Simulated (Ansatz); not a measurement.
These are Ansatz (an electronic-structure program) with frozen-core CCSD(T)/def2-TZVPP // B3LYP-D3(BJ)/def2-TZVP values and carry that method's errors.

Ansatz 0.2 input:
```yaml
crystal:
  periodic: [false, false, false]
  atoms:
    - { symbol: In, position_ang: [-0.007354, 0.593972, 0.0] }
    - { symbol: H, position_ang: [-1.528936, -0.316026, 0.0] }
    - { symbol: H, position_ang: [1.536289, -0.277947, 0.0] }
basis:
  gaussian: { orbitals: def2-TZVPP }
correlation:
  method: ccsd_t
magnetization:
  spin_polarized: true
  initial_magnetization: 1
```

Output:

```
Functional definition: HF
629 factors; integrals over basis functions are off by at most 1.2e-3 eV
mean field evaluation 1: about -5178.3564 eV, gradient 6.7e0 eV
mean field evaluation 2: about -5178.3587 eV, gradient 6.7e0 eV
mean field evaluation 4: about -5178.9891 eV, gradient 1.3e0 eV
mean field evaluation 8: about -5179.0250 eV, gradient 3.6e-3 eV
mean field evaluation 16: about -5178.9880 eV, gradient 1.3e0 eV
mean field evaluation 32: about -5177.1424 eV, gradient 1.7e-3 eV
mean field -5179.02503651 eV, -190.3256596224 hartree, gradient 2.8e-6 eV, S^2 0.758996; 1 other end points of the search recorded, 0 dependent functions left out
determinant -5179.02503651 eV, -190.3256596224 hartree, with singles and doubles -5186.87053957 eV, -190.6139765419 hartree
determinant -5177.14244029 eV, -190.2564754873 hartree, with singles and doubles -5185.12806258 eV, -190.5499416939 hartree
4 core orbitals not correlated
reference -5179.02503651 eV, -190.3256596224 hartree; 8, 7 occupied and 66, 67 virtual orbitals, 629 factors
second order -7.51566557 eV of doubles, -0.00000000 eV of singles
cycle   1  -7.76536050 eV  change   -3.1e-1 eV  update   2.4e-2
cycle   2  -7.78275357 eV  change   -1.7e-2 eV  update   7.1e-3
cycle   3  -7.78798436 eV  change   -5.2e-3 eV  update   2.9e-3
cycle   4  -7.78973539 eV  change   -1.8e-3 eV  update   9.0e-4
cycle   5  -7.79009130 eV  change   -3.6e-4 eV  update   3.6e-4
cycle   6  -7.79017562 eV  change   -8.4e-5 eV  update   1.5e-4
cycle   7  -7.79018997 eV  change   -1.4e-5 eV  update   5.1e-5
cycle   8  -7.79019196 eV  change   -2.0e-6 eV  update   1.6e-5
perturbative correction -0.18749357 eV, -0.0068902615 hartree
Total energy: -5187.00272203 eV, -190.6188341579 hartree
```

Cost: about 9 core-seconds (a rough figure).
